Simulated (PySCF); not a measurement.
H₁₂N₄Zn, SMILES [Zn+2](<-[NH3])(<-[NH3])(<-[NH3])<-[NH3], charge +2.

Geometry optimised at ωB97X-D3(BJ)/def2-SVP. The isomer is the one that the SMILES or the coordinates give; other isomers of the formula were not compared.

Computed with M06-2X/def2-TZVP (PySCF).

Symmetry labels are those of the subgroup D2 that the program uses (full group Td).

**Question.** List the valence orbital energies around the gap with their symmetry. (Estimate from the structure and the level; the computed values follow.)

**Answer.** 
```tsv
orbital	symmetry	energy (eV)
HOMO−7	B2	-24.02
HOMO−6	B3	-24.02
HOMO−5	A	-23.99
HOMO−4	A	-23.99
HOMO−3	A	-22.55
HOMO−2	B1	-20.11
HOMO−1	B2	-20.11
HOMO	B3	-20.11
LUMO	A	-8.00
LUMO+1	B3	-6.82
LUMO+2	B1	-6.82
LUMO+3	B2	-6.82
```
